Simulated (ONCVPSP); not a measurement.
# Er (Z = 68) ONCV: all-electron and pseudo phase curves

- Element: erbium (Er)
- Generator: ONCVPSP 4.0.1
- Type: optimised norm-conserving Vanderbilt (ONCV)
- Functional: PBEsol
- Relativity: scalar-relativistic
- Frozen core: [Kr] 4d10
- Valence charge: 22
- Reference configuration: 4f12 5s2 5p6 6s2
- Partial waves: 5s+6s: rc 2.40 bohr, ncon 4, nbas 8, qcut 5.1 1/bohr, 3 projectors, debl 0.6 Ha; 5p: rc 1.70 bohr, ncon 4, nbas 8, qcut 5.4 1/bohr, 1 projector; d scattering state at 0.1 Ha: rc 2.60 bohr, ncon 4, nbas 7, qcut 4 1/bohr, 2 projectors, debl 3.3 Ha; 4f: rc 0.90 bohr, ncon 5, nbas 9, qcut 20.3 1/bohr, 2 projectors, debl 3.9 Ha
- Local potential: polynomial inside 0.85 bohr (lpopt 2, dvloc0 1 Ha)
- Core correction: none

In the d channel the program set the typed energies aside and used 0.050, 3.350 Ha.

The phase is arctan(r·R′/R) of the radial function R(r), unwrapped; energies in Ha, scanned from -3 to 5 Ha. A pole is an energy at which the radial function vanishes at the test radius. The pseudo phase is shifted by a multiple of π to meet the all-electron one at the reference energy, and phase errors are pseudo minus all-electron; the curves can meet again beyond the range given. Levels narrower than the energy grid can be missing from the lists of poles.

```csv
channel,radius (bohr),reference energy (Ha),"poles, all-electron","poles, pseudo",unbroken range about the reference energy with phases within 0.05 rad,phase error 1 Ha above the reference energy (rad)
s,2.44,-0.14,"-1.83, 2.35","-1.83, 2.34, 2.77",below 2.7,+0.000
p,1.72,-0.97,0.43,"0.29, 2.66",below 0.7,-0.012
d,2.64,0.05,"0.54, 3.94","0.54, 3.94, 4.92",below 4.8,+0.003
f,0.91,-0.12,2.26,2.26,the whole range,+0.000
```

Note: no bound ghost flagged; GHOST(+) flagged for s at 74.8 eV, d at 133.0 eV.

Phases in the p channel:

| E (Ha) | all-electron | pseudo |
| --- | --- | --- |
| -2.98 | 1.053 | 1.044 |
| -2.76 | 0.982 | 0.972 |
| -2.54 | 0.883 | 0.870 |
| -2.32 | 0.737 | 0.720 |
| -2.10 | 0.514 | 0.492 |
| -1.88 | 0.174 | 0.151 |
| -1.66 | -0.263 | -0.281 |
| -1.44 | -0.670 | -0.678 |
| -1.22 | -0.959 | -0.960 |
| -1.00 | -1.146 | -1.146 |
| -0.78 | -1.271 | -1.272 |
| -0.56 | -1.360 | -1.362 |
| -0.34 | -1.425 | -1.431 |
| -0.12 | -1.477 | -1.486 |
| 0.10 | -1.519 | -1.534 |
| 0.32 | -1.555 | -1.577 |
| 0.54 | -1.586 | -1.621 |
| 0.76 | -1.615 | -1.668 |
| 0.98 | -1.642 | -1.729 |
| 1.20 | -1.669 | -1.824 |
| 1.42 | -1.695 | -2.038 |
| 1.64 | -1.723 | -2.971 |
| 1.86 | -1.752 | -4.236 |
| 2.08 | -1.784 | -4.515 |
| 2.30 | -1.821 | -4.622 |
| 2.52 | -1.865 | -4.683 |
| 2.74 | -1.917 | -4.726 |
| 2.96 | -1.984 | -4.761 |
| 3.18 | -2.072 | -4.793 |
| 3.40 | -2.195 | -4.822 |
| 3.62 | -2.372 | -4.852 |
| 3.84 | -2.633 | -4.884 |
| 4.06 | -2.994 | -4.919 |
| 4.28 | -3.397 | -4.960 |
| 4.50 | -3.736 | -5.009 |
| 4.72 | -3.975 | -5.071 |
| 4.94 | -4.136 | -5.154 |
